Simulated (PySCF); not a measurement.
C₄H₇NSi, SMILES C/C(C#N)=C/[SiH3]. Atoms are numbered in the order given.

```xyz
13

C      2.1386    -0.8929     0.7718
C      0.8227    -0.3084     0.3229
C      0.4289     0.9176     0.9726
N      0.1158     1.9046     1.4987
C      0.0165    -0.8455    -0.6195
Si    -1.6320    -0.1298    -1.1940
H      2.1206    -1.1116     1.8520
H      2.9612    -0.1790     0.6018
H      2.3562    -1.8211     0.2258
H      0.3671    -1.7782    -1.0790
H     -2.1773    -1.0274    -2.2508
H     -2.5927    -0.0604    -0.0574
H     -1.4383     1.2371    -1.7538
```

Geometry: B3LYP-D3(BJ)/def2-SVP. A frequency run showed that this geometry is not a minimum. The structure was generated by enumeration; whether it is a known compound was not checked.

These are PySCF with PBE/pcSseg-1 values and carry that method's errors.

GIAO shieldings, no solvent; atoms alike by connectivity are averaged. δ = σ(ref) − σ: ¹³C against TMS (σ = 182.0 ppm); ¹⁵N against NH3 (σ = 267.0 ppm); ²⁹Si against TMS (σ = 335.4 ppm); ¹H against TMS (σ = 31.49 ppm), references at their B3LYP-D3(BJ)/def2-TZVP geometries, non-relativistic.

```tsv
atoms	nucleus	count	δ (ppm)
C5	¹³C	1	___
C2	¹³C	1	140.7
C3	¹³C	1	___
C1	¹³C	1	31.6
N4	¹⁵N	1	___
Si6	²⁹Si	1	-82.7
H10	¹H	1	___
H11, H12, H13	¹H	3	4.55
H7, H8, H9	¹H	3	2.42
```

### Question
Fill in the missing entries. (An estimate is asked for; the answer gives what the named calculation found.)

### Answer

- H10, δ (ppm): 6.79
- C3, δ (ppm): 123.3
- C5, δ (ppm): 146.0
- N4, δ (ppm): 328.0
